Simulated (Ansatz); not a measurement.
Molecule: LaCl₂, charge 0, multiplicity 2. The spin state was set by rule; other spins were not relaxed. 
Geometry from a B3LYP-D3(BJ)/def2-TZVP (Ansatz, a quantum-chemistry and plane-wave program) optimisation:
```
La
Cl 1 2.5998
Cl 1 2.5998 2 115.85
```
Charge 0, spin multiplicity 2.

Give the harmonic wavenumbers at B3LYP-D3(BJ)/def2-TZVP (Ansatz, finite differences of forces, unscaled).

62, 316, 320 cm⁻¹. Zero-point energy 1.0 kcal/mol.

From these and the geometry, give the ideal-gas thermochemistry at 298.15 K and 1 atm (rigid rotor, harmonic oscillator).

Point group C2v, rotational symmetry number 2. Rotational constants 5.649, 1.469, 1.166 GHz. S(trans) 41.93, S(rot) 26.52, S(vib) 7.02, S(elec, spin only) 1.38, S 76.8 cal/(mol K). H(298) - H(0) 3.38 kcal/mol; G - E(el) -18.5 kcal/mol.
